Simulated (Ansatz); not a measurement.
One geometry of the cluster Sr₄Te₄, several levels of theory.

```yaml
crystal:
  periodic: [false, false, false]
  atoms:
    - {symbol: Sr, position_ang: [-3.612427, -0.076500, -0.300406]}
    - {symbol: Sr, position_ang: [-0.075059, 3.670527, 0.111299]}
    - {symbol: Sr, position_ang: [0.075837, -3.670345, -0.113373]}
    - {symbol: Sr, position_ang: [3.612133, 0.075409, 0.304078]}
    - {symbol: Te, position_ang: [2.976904, -2.896065, 0.349436]}
    - {symbol: Te, position_ang: [-3.008196, 2.885665, 0.008896]}
    - {symbol: Te, position_ang: [-2.862371, -3.013317, -0.519957]}
    - {symbol: Te, position_ang: [2.893190, 3.024615, 0.160037]}
basis:
  gaussian: {orbitals: def2-TZVP, initial_orbitals: start.molden}
hamiltonian: {xc: lda}
scf: {omitted_lower_state_checks: [starts]}
output: {orbitals: {seedname: orbitals}}
```

The file start.molden holds the orbitals of an earlier run on this structure, at another level or in another basis.

```sh
$ ansatz run in.yaml --threads 4 --pin off --events-out ev --progress --plain --max-ram 4787MiB
```

Output, abridged:

```
Functional definition: SPW92
2796 factors; their error is unknown
mean field evaluation 1: about -32475.1081 eV, gradient 1.8e1 eV
mean field evaluation 2: about -32475.7137 eV, gradient 5.6e-1 eV
mean field evaluation 4: about -32475.2585 eV, gradient 9.7e-1 eV
mean field evaluation 8: about -32475.2588 eV, gradient 8.6e-6 eV
mean field -32475.25877866 eV, -1193.4437475947 hartree, gradient 8.6e-6 eV, S^2 0.000000; 0 other end points of the search recorded, 0 dependent functions left out
reference -32475.25884469 eV, -1193.4437500213 hartree; 68, 68 occupied and 264, 264 virtual orbitals, 2796 factors
Total energy: -32475.25884469 eV, -1193.4437500213 hartree
Checks for a lower state left out: starts
```

Run time 6.5 s (4 threads of Arm Neoverse V1 on a shared host), peak host memory 0.81 GiB.

The first input with `gaussian: {orbitals: def2-SVP, initial_orbitals: start.molden}`, `hamiltonian: {xc: pbe, dispersion: d4}` (abridged; 7 s):

```
Functional definition: PBE
mean field -32525.29929520 eV, -1195.2827026591 hartree, gradient 6.1e-5 eV, S^2 0.000000
Total energy: -32525.64500756 eV, -1195.2954073538 hartree
Checks for a lower state left out: starts
```

The first input with `hamiltonian: {xc: {name: r2SCAN0}, dispersion: d4}` (abridged; 38 s):

```
Functional definition: r2SCAN0
mean field -32536.75705133 eV, -1195.7037674304 hartree, gradient 3.1e-6 eV, S^2 0.000000
Total energy: -32536.86941628 eV, -1195.7078967662 hartree
Checks for a lower state left out: starts
```

As the first input, with `gaussian: {orbitals: def2-SVP, initial_orbitals: start.molden}`, `hamiltonian: {xc: pbe0, dispersion: d4}` (abridged; 12 s):

```
Functional definition: PBE0
mean field -32527.19765510 eV, -1195.3524660984 hartree, gradient 1.2e-5 eV, S^2 0.000000
Total energy: -32527.51145820 eV, -1195.3639981497 hartree
Checks for a lower state left out: starts
```

As the first input, with `hamiltonian: {xc: pbe, dispersion: d4}` (abridged; 12 s):

```
Functional definition: PBE
mean field -32527.32034287 eV, -1195.3569747910 hartree, gradient 1.4e-5 eV, S^2 0.000000
Total energy: -32527.66606307 eV, -1195.3696797740 hartree
Checks for a lower state left out: starts
```

Geometry: r2SCAN-D4/def2-SVP.

In the def2 sets Sr, Te take a core potential; there is no spin–orbit coupling. The structure comes from a short search, and lower isomers may exist.
